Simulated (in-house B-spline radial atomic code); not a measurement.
Ionising the tungsten ion W⁴⁰⁺ with different functionals

Computed with a B-spline radial code for spherical atoms: scalar-relativistic (spin-free X2C) Hamiltonian, Fermi nucleus of rms radius 5.3658 fm, spin-polarised at highest spin, spherical fractional occupations for the functionals. The ionisation energy is the difference of two self-consistent energies, [Ar] 3d10 4s2 4p4 → [Ar] 3d10 4s2 4p3, without Breit or QED terms; ε is the level of the shell that loses the electron (its least bound occupied spin orbital). There is no spin-orbit coupling in this Hamiltonian.

Hybrids are left out here: with spherical fractional occupations of an open shell their exact exchange keeps a self-interaction that integer-occupation calculations don't have.

```csv
method,rung,ΔSCF (eV),-ε(4p) (eV)
LDA PW92,LDA,?,?
PBE,GGA,1965.81,1939.69
PBEsol,GGA,?,?
AM05,GGA,1965.70,1939.76
r2SCAN,meta-GGA,1964.00,1939.18
```

Q: What does PBEsol give?

A: ΔSCF 1965.69 eV, and -ε(4p) = 1939.67 eV.

Q: What does LDA PW92 give?

A: ΔSCF 1966.98 eV, and -ε(4p) = 1940.59 eV.

Q: Among the functionals, which spreads more, the ΔSCF values or the orbital energies?

A: The ΔSCF values: ΔSCF values span about 2.98 eV and the orbital energies 1.41 eV.

Q: How do they compare with the NIST value?

A: NIST lists 1941 eV ± 2 (semi-empirical, ground level to ground level). Errors run from +23.40 to +26.38 eV. The correlated functionals all miss on the same side by more than they spread, so the cause is common to them (spin-orbit coupling, Breit-QED terms, multiplet and fine-structure energies, or a listed next ion that isn't the cheapest removal here) and closeness doesn't rank the functionals.
